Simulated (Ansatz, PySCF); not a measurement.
Spin gap between two states, R1 and P1; the higher of the two is an excited state, each structure at its B3LYP-D3(BJ)/def2-TZVP stationary point, reached from a drawn start (curvature not checked).
R1, SiH2 (SMILES [SiH2]) (charge 0, multiplicity 1):
```xyz
3

Si     0.00000     0.00000     0.70868
H      0.00000     1.09100    -0.35439
H      0.00000    -1.09100    -0.35439
```
P1, SiH2 (SMILES [SiH2]) (charge 0, multiplicity 3):
```xyz
3

Si     0.000     0.000     0.506
H      0.000     1.276    -0.253
H      0.000    -1.276    -0.253
```

P less R. No zero-point or thermal terms; singlets are restricted closed shells; open shells are unrestricted.

Cores are frozen in the correlated methods.

Codes used: Ansatz (Gaussian orbitals); PySCF for the D3/D4 terms. Each number belongs to the level named beside it.

Total energies in hartree:

```json
[
 {"structure": "R1", "PBE/def2-TZVPP": "-290.458219", "B3LYP-D3(BJ)/def2-TZVPP": "-290.643185", "CCSD(T)/cc-pV(Q+d)Z": "-290.180892"},
 {"structure": "P1", "PBE/def2-TZVPP": "-290.432481", "B3LYP-D3(BJ)/def2-TZVPP": "-290.610513", "CCSD(T)/cc-pV(Q+d)Z": "-290.148620"}
]
```

### Question
Work out the spin gap at each level in kcal/mol (1 hartree = 627.50947 kcal/mol), and say how far PBE/def2-TZVPP lies from CCSD(T)/cc-pV(Q+d)Z.

### Answer
- PBE/def2-TZVPP: (-290.432481) − (-290.458219) = 0.025738 hartree = 16.15 kcal/mol
- B3LYP-D3(BJ)/def2-TZVPP: (-290.610513) − (-290.643185) = 0.032672 hartree = 20.50 kcal/mol
- CCSD(T)/cc-pV(Q+d)Z: (-290.148620) − (-290.180892) = 0.032272 hartree = 20.25 kcal/mol
PBE/def2-TZVPP less CCSD(T)/cc-pV(Q+d)Z: -4.10 kcal/mol. CCSD(T)/cc-pV(Q+d)Z is the level counted from, the highest shown, and no exact or measured value.

Ansatz is an electronic-structure program.
